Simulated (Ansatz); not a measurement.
Geometry optimisation, RKS r2SCANh-D4/def2-SVP in Ansatz 0.2.0.

Input file:

```yaml
crystal:
  periodic: [false, false, false]
  atoms:
    - { symbol: B, position_ang: [-0.1361, 2.0975, 0.6947] }
    - { symbol: S, position_ang: [-0.4113, 0.5272, 1.645] }
    - { symbol: C, position_ang: [-0.26, -0.6123, 0.213] }
    - { symbol: "N", position_ang: [-1.11, -0.2832, -0.8311] }
    - { symbol: Sb, position_ang: [1.8057, -0.577, -0.5686] }
    - { symbol: H, position_ang: [0.8934, 2.6203, 0.5446] }
    - { symbol: H, position_ang: [-1.0964, 2.6857, 0.2167] }
    - { symbol: H, position_ang: [-0.3747, -1.6295, 0.5881] }
    - { symbol: H, position_ang: [-2.1425, -0.4093, -0.3982] }
    - { symbol: H, position_ang: [-1.0682, -1.0013, -1.5641] }
    - { symbol: H, position_ang: [2.4048, -1.4006, 0.8963] }
    - { symbol: H, position_ang: [1.5723, -2.0725, -1.4023] }
basis:
  gaussian: { orbitals: def2-SVP }
hamiltonian:
  xc: r2scanh
  dispersion: d4
relax:
  f_tol: 0.015
  max_steps: 40
```

Launched with:

```bash
$ ansatz run input.yaml --threads 2 --pin off --max-ram 3072MiB --backend cpu --events-out ev --progress --plain --runs-dir out
```

Question: Where does it end, and by what steps?

Answer: It converged. After 21 steps the energy has fallen by 1.373 eV; H7 moved furthest, 1.39 Å.

```csv
step,energy less start (eV),largest force component (eV/Å),accepted
0,0.0000,4.588,yes
1,-0.3459,1.768,yes
2,-0.5352,0.640,yes
3,-0.6878,0.854,yes
4,-0.8102,0.972,yes
5,-0.9464,1.099,yes
6,-1.1009,0.795,yes
7,-1.1924,0.776,yes
8,-1.2985,0.340,yes
9,-1.3358,0.441,yes
10,-1.3573,0.354,yes
11,-1.3629,0.175,yes
12,-1.3677,0.134,yes
13,-1.3681,0.219,yes
14,-1.3707,0.070,yes
15,-1.3718,0.027,yes
16,-1.3728,0.021,yes
17,-1.3730,0.015,yes
18,-1.3730,0.038,no
19,-1.3731,0.018,yes
20,-1.3732,0.019,yes
21,-1.3732,0.008,yes
```

```xyz
12
Properties=species:S:1:pos:R:3
B -0.313 2.190 0.700
S -0.538 0.628 1.495
C -0.228 -0.637 0.199
N -1.032 -0.399 -0.969
Sb 1.906 -0.595 -0.389
H 0.018 2.264 -0.451
H -0.514 3.150 1.396
H -0.414 -1.587 0.733
H -2.024 -0.385 -0.730
H -0.892 -1.137 -1.656
H 2.374 -1.493 0.996
H 1.736 -2.055 -1.290
```

Whether the end is a true minimum wasn't checked by a vibrational analysis.

Run time: 78 s on 2 threads of Intel(R) Xeon(R) 6975P-C (Granite Rapids), on a shared host, peak memory 0.36 GiB.
